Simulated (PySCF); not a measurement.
C6H9N.
SMILES: `[H]/N=C\CCC1C=C1`

Torsions of this conformer, `[H]/[N:1]=[CH:2]\[CH2:3][CH2:4][CH:5]1[CH:6]=[CH:7]1`: N1–C2–C3–C4 -122°, C2–C3–C4–C5 64°, C3–C4–C5–C6 -144°.

The closed-shell ground state was solved at several levels (PySCF, density fitting, gas phase, non-relativistic). One conformer (not necessarily the lowest) at the GFN2-xTB geometry, without solvent, vibrations or thermal averaging.

| level | basis functions | total energy (Eh) | HOMO (eV) | LUMO (eV) | gap (eV) | dipole (D) |
| --- | --- | --- | --- | --- | --- | --- |
| B3LYP/pcJ-1 | 279 | -288.7053 | -6.85 | -0.41 | 6.44 | 2.26 |
| B3LYP/def2-SVPD | 212 | -288.4964 | -6.94 | -0.60 | 6.34 | 2.36 |

Question: What might PBE0/pcSseg-1 (164 basis functions) give for the same quantities?

Answer: Total energy -288.3027 Eh, HOMO -7.11 eV, LUMO -0.20 eV, gap 6.91 eV, dipole 2.27 D.

Question: Over all these levels, which gives the widest orbital gap and which the narrowest?

Answer: PBE0/pcSseg-1 (global hybrid, 25 % exact exchange) has the widest, 6.91 eV, and B3LYP/def2-SVPD (global hybrid, 20 % exact exchange) the narrowest, 6.34 eV. Functional and basis both differ between the two, so the spread mixes both effects.

Question: How far do the dipole and the HOMO energy spread over the levels?

Answer: The dipole runs from 2.26 to 2.36 D (mean 2.30 D) and the HOMO from -7.11 to -6.85 eV.
